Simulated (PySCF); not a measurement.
Electron correlation in Br²⁺ (bromine, charge +2)

[Ar] 3d10 4s2 4p3, high-spin 4S determinant. Calculation: PySCF 2.14, in cc-pVDZ-PP with ECP10MDF; a scalar-relativistic core potential. Frozen: 3s2 3p6 3d10; 5 electrons correlated.

MP2 pair energies summed by pair of shells (mhartree):

```json
{"pair": "4s-4p", "energy": "-38.18", "share (%)": "66.6"}
{"pair": "4p-4p", "energy": "-13.65", "share (%)": "23.8"}
{"pair": "4s-4s", "energy": "-5.53", "share (%)": "9.6"}
```

Total MP2 correlation energy: -57.36 mhartree.

Same-spin part -14.99 and opposite-spin part -42.37 mhartree; SCS-MP2 scales them by 1/3 and 6/5 to -55.84 mhartree.

| level | correlation energy (mhartree) |
| --- | --- |
| CCSD | -71.98 |
| (T) | -0.55 |
| CCSD(T) | -72.53 |

Diagnostics: T1 = 0.0010, D1 = 0.0017, largest double amplitude 0.058.

Cost of the coupled-cluster step: 0.07 s of wall time on 1 thread of Neoverse-V2 (shared host), for 5 correlated electrons.
